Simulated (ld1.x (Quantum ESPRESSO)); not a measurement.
# Which change was made? (Bi, TM)

```
Element                 : bismuth (Bi)
Generator               : ld1.x (Quantum ESPRESSO) 7.5
Type                    : norm-conserving Troullier–Martins (Kleinman–Bylander form)
Functional              : BLYP
Relativity              : scalar-relativistic
Frozen core             : [Xe] 4f14
Valence charge          : 15
Reference configuration : 5d10 6s2 6p2 (charge +1)
Partial waves           : 6s (bound): rc 1.70 bohr; 6p (bound): rc 1.70 bohr; 5f channel at 0.45 Ry: rc 1.50 bohr; 5d (bound): rc 1.10 bohr
Local potential         : the d channel
Core correction         : a·sin(br)/r model core, default radius (core density twice the valence density)
```

Cutoffs, loose and tight: the cutoffs (Ry, on a coarse ladder) from which the occupation-weighted sum of valence levels, in a spherical-Bessel basis at the reference potential, stays within 10 and 1 mRy of its value at 400 Ry. They do not see the model core or the augmentation charge, which bear on the density cutoff. Test errors are all-electron minus pseudo excitation energies from the reference, over the configurations 5d10 6s2 6p3; 5d10 6s2 6p1; 5d10 6s2 6p0; 5d10 6s1 6p4; 5d10 6s2 6p2.5; 5d10 6s0 6p5; 5d10 6s2 6p3.3; variants that change the core or the reference have their own tests. The largest error is taken over the tests solved by every variant that gives reliable tests at all, those not shown here included: 5d10 6s0 6p5; 5d10 6s2 6p2.5; 5d10 6s2 6p3; 5d10 6s2 6p3.3.

The base gives: outcome: generated; cutoff, loose: 90 Ry; cutoff, tight: 140 Ry; bound ghosts: s, p; largest test error (meV): -31.

(1) After one change the result is: outcome: generated; cutoff, loose: 90 Ry; cutoff, tight: 140 Ry; bound ghosts: s, p; largest test error (meV): -43. Which change was it?
A. wave 6s (bound): rc 1.70 bohr becomes 6s (bound): rc 2.54 bohr
B. wave 6s (bound): rc 1.70 bohr becomes 6s (bound): rc 2.28 bohr
C. wave 6s (bound): rc 1.70 bohr becomes 6s (bound): rc 1.32 bohr

## Answers

(1) B. The others give: wave 6s (bound): rc 1.70 bohr becomes 6s (bound): rc 2.54 bohr → outcome: generated; cutoff, loose: 90 Ry; cutoff, tight: 140 Ry; bound ghosts: s, p; largest test error (meV): -71 | wave 6s (bound): rc 1.70 bohr becomes 6s (bound): rc 1.32 bohr → outcome: generated; cutoff, loose: 140 Ry; cutoff, tight: 230 Ry; bound ghosts: s, p; largest test error (meV): -129.
